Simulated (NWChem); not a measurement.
H2Se3; SMILES [SeH][Se][SeH]

```xyz
5

Se     0.0000     0.0000     0.9594
Se     1.8671    -0.0354    -0.4408
H      1.9835     1.4276    -0.5982
Se    -1.8671     0.0354    -0.4408
H     -1.9835    -1.4276    -0.5982
```
Atoms are numbered in this order, from 1.

Level: PBE0/def2-SVP (NWChem), optimised geometry, unscaled harmonic frequencies. This build's default masses of Se (78.918 u) and Br (79.917 u) are each other's, which moves their modes by up to 0.6 %.

```tsv
frequency (cm⁻¹)	IR intensity (km/mol)
104	0.0
275	11.2
277	15.9
285	0.0
288	3.5
723	9.2
738	0.8
2420	22.5
2421	1.0
```

```yaml
zero_point_energy: 10.8 kcal/mol
thermal correction to the enthalpy at 298.15 K (with zero-point energy): 14.8 kcal/mol
heat capacity Cv: 16.3 cal/(mol K)
entropy at 298.15 K and 1 atm (symmetry number 2): 79.9 cal/(mol K)
dipole_moment: 0.46 D
```

Rigid rotor and harmonic oscillator.
